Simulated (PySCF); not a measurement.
PySCF input (B3PW91/6-31G* (5d)):

```python
from pyscf import gto, dft

mol = gto.M(
    atom='''
    Cl    0.00000000    0.00000000    0.00000000
    ''',
    basis='6-31g*',
    charge=0,
    spin=1,
    symmetry='D2h',
    verbose=4,
)

mf = dft.UKS(mol, xc='b3pw91')
mf.grids.level = 3
mf.conv_tol = 1e-9
mf.max_cycle = 100
mf.max_memory = 1500
mf.kernel()
if not mf.converged:
    mf = mf.newton()
    mf.kernel(mf.make_rdm1())
mf.dip_moment()
```

Task: Predict the final energy.

Result: -460.07777 Eh.
